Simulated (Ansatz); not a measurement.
The cluster IrO2. The state is a doublet with charge 0. Geometry B3LYP-D4/def2-TZVP, that of the charge +1 singlet; atoms count from 1.

```xyz
3

Ir    0.2449    0.1263   -0.2120
O    -0.9748    1.2621   -0.0888
O     0.7299   -1.3884    0.3009
```

In the def2 sets Ir takes a core potential; there is no spin–orbit coupling. The structure comes from a short search, and lower isomers may exist.

Estimate the Mulliken populations from the PBE0/def2-TZVP orbitals of Ansatz.


```
atom  charge (e)  spin (α − β)  d electrons
 Ir1        0.84          0.91         6.93
  O2       -0.42          0.05            –
  O3       -0.42          0.05            –
```
Mulliken values and Mayer orders depend strongly on the basis.

Where does the spin sit?

Summed by element: Ir 0.91, O 0.09, of 1 unpaired in all. Largest on single atoms: Ir1 0.91, O2 0.05, O3 0.05.

And the Mayer bond orders between bonded heavy atoms (over 0.3)?

Ir1–O2 1.95 (1.67 Å); Ir1–O3 1.95 (1.67 Å). Values over 0.3 also appear between atoms too far apart for a bond (O2–O3 0.41 at 3.18 Å); they arise where an orbital or an unpaired electron spreads over both atoms.
